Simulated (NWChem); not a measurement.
System: CH₃BrSn, singlet; SMILES [CH3][Sn][Br]

NWChem input:

```
start job
memory heap 200 mb stack 900 mb global 1100 mb
geometry units angstroms noautoz
  Sn     0.314527     0.921047    -0.005113
  Br    -0.060524    -1.605052     0.006405
  C     -1.828416     1.400167    -0.001734
  H     -2.293418     0.986783     0.908518
  H     -2.316127     0.920822    -0.866104
  H     -2.004595     2.486308    -0.037833
end
basis spherical
  * library def2-tzvpp
end
ecp
  Sn library def2-ecp
end
dft
  xc b3lyp
  iterations 150
  semidirect filesize 400000000
  mulliken
end
task dft energy
```

Low-valent species are run as closed-shell singlets; no triplet was tried in these runs. All runs use the structure optimised with PBE0/def2-SVP. def2 effective core potentials on Sn; no spin-orbit coupling.

Problem. Give the results of this calculation. (B3LYP/def2-TZVPP with def2 effective core potentials on Sn.) Quantities: basis functions; energy (Ha); highest occupied level (eV); orbital gap (eV); dipole (D).

Solution. 
```
Property                       Result
---------------------------  --------
number of basis functions         171
energy (Ha)                  -2828.54
highest occupied level (eV)     -6.51
orbital gap (eV)                 3.44
dipole (D)                       2.98
```
